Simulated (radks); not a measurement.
The rhodium ion Rh2+ inside a hard spherical wall (all orbitals vanish at R), configuration held at [Kr] 4d7 and not refilled when levels cross. Calculated with a radial shooting solver on a logarithmic mesh with Libxc functionals: scalar-relativistic Kohn-Sham, r2SCAN, spin-polarised, spherical densities, finite nucleus; open shells are filled with parallel spins first (spin-orbit coupling, left out, can overturn this in heavy ions); meta-GGA in the generalised Kohn-Sham scheme; Fermi nuclear charge, rms radius 4.4945 fm. Eigenvalues in eV for spin up, with the zero of energy where the potential of the charges vanishes at infinity; a dash marks a level that is unbound or too diffuse for the functional's potential to be trusted. A positive occupied level is held by the wall or, in an anion where self-interaction has pushed it up, behind a barrier. The pressure on the wall is -dE/dV.

R (bohr),E (hartree),kinetic (hartree),e(3d),e(4s),e(4p),e(4d),"e(5s, empty)","e(5p, empty)",pressure (GPa)
free,-4783.78183,4954.476,-324.87,-106.94,-74.004,-27.049,-19.526,-13.265,0
20,-4783.78183,4954.476,-324.87,-106.94,-74.004,-27.049,-19.526,-13.265,< 0.0001
15,-4783.78183,4954.476,-324.87,-106.94,-74.004,-27.049,-19.526,-13.265,< 0.0001
10,-4783.78183,4954.476,-324.87,-106.94,-74.004,-27.049,-19.526,-13.263,< 0.0001
7,-4783.78179,4954.477,-324.86,-106.93,-74.001,-27.046,-19.507,-13.140,0.00479
4,-4783.73852,4954.815,-323.61,-105.87,-72.987,-26.048,-16.110,-6.928,14.2
2,-4778.22407,4980.867,-284.19,-78.020,-44.168,9.495,88.559,115.32,9330
